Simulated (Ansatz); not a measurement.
```xyz
2

Sc    0.0000    0.0000   -0.4881
O     0.0000    0.0000    1.2813
```

Basis set: 6-31G* (spherical functions). Left uncorrelated: 6 orbitals. Charge 0, multiplicity 2.

Computed with Ansatz (development build ahead of 0.2.0); each method stands on the lowest determinant of its kind that the runs found.

Q: Give the atomization energy at this shape (free ground-state atoms in the same class of orbitals less the molecule, no zero-point energy) of doublet ScO by UHF-MP2, UHF.

A:

```
 method  atomization energy
UHF-MP2             6.98 eV
    UHF             2.64 eV
```

Caution: the shape is not the minimum.
